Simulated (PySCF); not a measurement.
# Shapes and spin states of MoBr₂

These are results of PySCF, PBE0, basis Mo def2-TZVP with ECP28, Br def2-TZVP (scalar-relativistic core potentials, no spin–orbit coupling, density fitting), not measurements.

Relaxations began from a few typed shapes and spin states; open shells are unrestricted. The search is not exhaustive: other isomers or separated fragments can lie lower, and high-lying points may rest on an excited occupation.

(1) Order these stationary points by electronic energy, lowest first, in kJ/mol from the lowest minimum.
A. singlet (closed shell, unstable to spin polarisation) C2v: Mo–Br 2.344 Å (×2); Br–Mo–Br 138.2°
B. quintet C2v: Mo–Br 2.409 Å (×2); Br–Mo–Br 131.5°
C. broken-symmetry Ms = 1 (⟨S²⟩ 3.01) C2v: Mo–Br 2.395 Å (×2); Br–Mo–Br 134.7°
D. singlet (closed shell, unstable to spin polarisation) C2v: Mo–Br 2.345 Å (×2); Br–Mo–Br 142.0°
E. broken-symmetry Ms = 1 (⟨S²⟩ 3.01) C2v: Mo–Br 2.394 Å (×2); Br–Mo–Br 129.5°
F. broken-symmetry Ms = 1 (⟨S²⟩ 3.02) D∞h: Mo–Br 2.409 Å (×2); Br–Mo–Br 180.0°
G. quintet D∞h: Mo–Br 2.425 Å (×2); Br–Mo–Br 180.0°
H. singlet (closed shell, unstable to spin polarisation) D∞h: Mo–Br 2.352 Å (×2); Br–Mo–Br 180.0°

(2) Which of them are minima?

Answers

(1) B (0.0), G (11.2), E (94.8), C (97.6), F (107.1), A (226.3), D (227.6), H (233.9).

(2) By energy in kJ/mol, 0.0: minimum; 11.2: saddle point, 1 imaginary mode; 94.8: minimum; 97.6: minimum; 107.1: saddle point, 1 imaginary mode; 226.3: minimum of the closed-shell surface only; 227.6: minimum of the closed-shell surface only; 233.9: saddle point, 2 imaginary modes.

Formally Mo is in oxidation state +2, d4, with 4 unpaired electrons (the high-spin count). The Mulliken spin on Mo is 4.05. The polar-tensor charge on Mo, 1.10, is far below the formal one.

For the lowest minimum: open d and f shells are described by one determinant, and the ground state may have another occupation or spin.

The electron or spin density has lower symmetry than the nuclear frame for the quintet D∞h at 11.2 kJ/mol, broken-symmetry Ms = 1 (⟨S²⟩ 3.02) D∞h at 107.1 kJ/mol.
